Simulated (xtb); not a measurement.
CH6ClGeN, SMILES [Cl][Ge@@H]([NH2])[CH3]. All values are semi-empirical tight-binding results from xtb (GFN2-xTB unless named), good for trends rather than for accurate numbers. The structure is a stationary point at GFN2-xTB. The structure was generated by enumeration; whether it is a known compound was not checked. Other conformers were not sampled.

Optimised geometry:

Bonds (Å): C1–Ge2 1.974, C1–H5 1.086, C1–H6 1.087, C1–H7 1.086, Ge2–N3 1.821, Ge2–Cl4 2.103, Ge2–H8 1.532, N3–H9 1.009, N3–H10 1.010. Bond angles (°): Ge2–C1–H5 111.2, Ge2–C1–H6 109.2, Ge2–C1–H7 111.0, H5–C1–H6 108.5, H5–C1–H7 108.4, H6–C1–H7 108.5, C1–Ge2–N3 108.3, C1–Ge2–Cl4 110.8, C1–Ge2–H8 112.9, N3–Ge2–Cl4 103.8, N3–Ge2–H8 114.3, Cl4–Ge2–H8 106.3, Ge2–N3–H9 117.5, Ge2–N3–H10 117.3, H9–N3–H10 108.8.

For metal compounds this method's bond lengths and energies can be far off.

The orbital gap is 7.26 eV. The zero-point energy is 42.7 kcal/mol and the G − E(el) at 298.15 K (modified RRHO) is 22.7 kcal/mol.

Problem. Give the atomic charges and the Wiberg bond orders between heavy atoms. (Estimate from the structure and the level; the computed values follow.)

Solution. charges (e) C1 -0.15, Ge2 0.24, N3 -0.37, Cl4 -0.19, H5 0.05, H6 0.06, H7 0.05, H8 -0.02, H9 0.16, H10 0.17. Bond orders C1–Ge2 0.87, Ge2–N3 1.11, Ge2–Cl4 1.13.
